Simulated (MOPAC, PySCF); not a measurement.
C3H4O, SMILES `C=C1CO1`, neutral singlet in the gas phase. 

Z-matrix (Å, degrees):
```
C
C 1 1.3245
O 1 1.3615 2 139.52
H 2 1.0874 1 119.77 3 -179.99
H 2 1.0889 4 119.26 1 -180.00
C 1 1.4384 2 156.12 4 0.01
H 6 1.0936 1 120.40 2 -80.40
H 6 1.0936 7 116.55 3 135.98
```
Charge 0, spin multiplicity 1.

All levels are single points at this geometry (PBE-D3(BJ)/def2-TZVP); Pople sets use spherical d functions. Orbital energies aren't observables, and empty levels follow the basis.

PBE/6-31G* in PySCF gives dipole (D) = 1.60.

Estimate the dipole (D) from each of these levels: PBE-D3(BJ)/def2-TZVP in PySCF; B3LYP/3-21G in PySCF; B3LYP/6-311+G** in PySCF; HF/6-31G* in PySCF; PM3 in MOPAC.


| level | dipole (D) |
|---|---|
| PBE-D3(BJ)/def2-TZVP in PySCF | 1.61 |
| B3LYP/3-21G in PySCF | 1.87 |
| B3LYP/6-311+G** in PySCF | 1.90 |
| HF/6-31G* in PySCF | 2.24 |
| PM3 in MOPAC | 1.66 |
